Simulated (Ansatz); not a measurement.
Diatomic LiC, multiplicity 4 (lowest of 2S+1 = 2, 4 at CCSD(T)/def2-TZVPP on PBE0 minima; our sources give no spin for the ground state, which may be another).

Seven points along R, fitted to fifth degree in 1/R; most abundant isotopes. In def2 and cc sets the state is the lowest found near the PBE0 minimum, followed along R.

Correlated levels freeze the cores.

Codes used: Ansatz (an electronic-structure program) with Gaussian orbitals. Each number belongs to the level named beside it.

Energies at CCSD/aug-cc-pVTZ:

```csv
R (Å),E (hartree)
1.745453,-45.30196895
1.792374,-45.30419287
1.835541,-45.30540329
1.884339,-45.30596452
1.933137,-45.30581235
1.989441,-45.30491392
2.055131,-45.30308926
```

Task: With a reduced mass of 4.4274 u, find the minimum, the force constant and the constants.

Result: A fifth-degree polynomial in 1/R puts the minimum at r_e = 1.8971 Å with force constant 124 N/m. Then ω_e = (1/2πc)√(k/μ) = 689 cm⁻¹ and B_e = h/(8π²cμr_e²) = 1.058 cm⁻¹; the cubic and quartic terms give α_e = 0.015 and ω_e x_e = 5.8 cm⁻¹.
